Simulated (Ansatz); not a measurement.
The same path of BH3O2 + H2S (9 atoms, charge 0, multiplicity 1) was run 3 times with different band settings. Lost on the way: B1–H2, H5–S6. Made: B1–S6, H2–H5.

These are results of RKS PBE0-D4/def2-SVP in Ansatz, not measurements.

Relaxed end points:

```xyz
9
Properties=species:S:1:pos:R:3
B 0.831 -0.456 -0.375
H 1.507 0.157 0.419
O 0.220 0.247 -1.364
O 0.675 -1.803 -0.330
H -0.884 2.002 1.788
S -1.876 1.220 1.313
H -0.281 -0.333 -1.952
H 1.124 -2.209 0.416
H -1.315 1.176 0.084
```

```xyz
9
Properties=species:S:1:pos:R:3
B -0.297 -0.601 -0.525
H 1.624 1.999 1.823
O -0.252 0.034 -1.721
O 0.500 -1.683 -0.305
H 0.965 1.642 1.681
S -1.441 0.017 0.766
H 0.389 -0.378 -2.313
H 0.418 -2.072 0.570
H -1.906 1.043 0.025
```

Common settings: movable images 7; climbing image yes; spring 5.0 eV/Å²; optimiser quadratic models (default); iteration limit 60; end points relaxed.

| run | start path | force threshold |
| --- | --- | --- |
| 1 | through a guess of the saddle point | 0.03 eV/Å |
| 2 | straight line | 0.03 eV/Å |
| 3 | through a guess of the saddle point | 0.2 eV/Å |

(1) What does each run give, and how far can it be trusted?

Results:

(1) Run 1: converged after 14 iterations, highest image 1.486 eV above the first end. A vibrational analysis at the climbing image gives one clearly imaginary mode, 957i cm⁻¹: a first-order saddle point.
Run 2: converged after 25 iterations, highest image 1.486 eV above the first end. Another band between the same ends (7 images) ends at a top of the same energy, where a vibrational analysis finds 1 clearly imaginary mode.
Run 3: converged after 7 iterations, highest image 1.506 eV above the first end. The threshold of 0.2 eV/Å is loose, so the images may lie well off the minimum-energy path. Neighbouring images differ by up to 1.2 eV, so the band resolves the path poorly. The order of the stationary point at the top wasn't checked.
The orbitals stay closed-shell, which can raise the energy where a bond breaks towards radicals; this wasn't checked here.
